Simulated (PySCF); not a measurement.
PySCF input for C₂H₇OSi, SMILES [O][SiH](C)C, multiplicity 2, PBE/pcH-1. Coordinates come from a B3LYP-D3(BJ)/def2-SVP optimisation. The geometry has at least one imaginary mode, so it is a saddle point at that level. The isomer is the one that the SMILES or the coordinates give; other isomers of the formula were not compared.

```python
import numpy as np
from pyscf import gto, scf, dft
from pyscf.prop.hfc import uks as hfc

mol = gto.M(
    atom='''
    C     0.21801684    0.76012495   -1.55852447
    Si   -0.38501110   -0.10868461   -0.00000000
    C     0.21801684    0.76012497    1.55852446
    O     0.32948215   -1.63667611    0.00000001
    H    -0.22691738    1.76829378   -1.60634099
    H     1.31458983    0.85457457   -1.54895653
    H    -0.08001243    0.21153765   -2.46509668
    H    -1.87722386   -0.17531813    0.00000000
    H     1.31458982    0.85457459    1.54895651
    H    -0.08001243    0.21153768    2.46509668
    H    -0.22691738    1.76829381    1.60634098
    ''',
    basis='pcH-1',
    charge=0,
    spin=1,
    max_memory=1600,
    verbose=3,
)
mf = dft.UKS(mol, xc='pbe').density_fit(auxbasis='def2-universal-jkfit')
mf.grids.level = 3
mf.conv_tol = 1e-10
mf.max_cycle = 100
mf.kernel()
fine, coarse = mf.grids, dft.Grids(mol).set(level=1).build(with_non0tab=True)
for _ in range(3):  # follow internal instabilities
    mf.grids = coarse
    mo, _, stable, _ = mf.stability(return_status=True, nroots=4)
    mf.grids = fine
    if stable:
        break
    mf.kernel(mf.make_rdm1(mo, mf.mo_occ))
A = hfc.HFC(mf).make_fcdip(mf.make_rdm1())  # Fermi contact and dipolar terms, MHz
print('atom   A(iso)/MHz   principal dipolar parts/MHz')
for i, a in enumerate(A):
    w = np.linalg.eigvalsh((a + a.T) / 2)
    print(f'{mol.atom_symbol(i):2s}{i + 1:3d} {w.mean():12.2f}', (w - w.mean()).round(2))
```

Log of the run:

```

WARN: HOMO -0.336979527768401 >= LUMO -0.3369795277684


WARN: HOMO -0.178169434940263 >= LUMO -0.177473675932763

converged SCF energy = -444.770503508478  <S^2> = 0.75269788  2S+1 = 2.0026961
<class 'pyscf.df.df_jk.DFUKS'> wavefunction has an internal instability
converged SCF energy = -444.77513289689  <S^2> = 0.75267335  2S+1 = 2.0026716
<class 'pyscf.df.df_jk.DFUKS'> wavefunction is stable in the internal stability analysis
atom   A(iso)/MHz   principal dipolar parts/MHz
C   1        35.89 [-8.22 -7.95 16.17]
Si  2        42.92 [-1.16 -0.13  1.3 ]
C   3        35.89 [-8.22 -7.95 16.17]
O   4       -19.22 [-242.96  120.72  122.23]
H   5        19.56 [-4.42 -1.17  5.6 ]
H   6        -4.52 [-4.81 -0.66  5.47]
H   7        -5.02 [-5.16 -0.5   5.65]
H   8        -6.22 [-3.24 -2.68  5.92]
H   9        -4.52 [-4.81 -0.66  5.47]
H  10        -5.02 [-5.16 -0.5   5.65]
H  11        19.56 [-4.42 -1.17  5.6 ]
```

The calculation finished and met its thresholds.

Cost: very roughly 3 core-minutes.
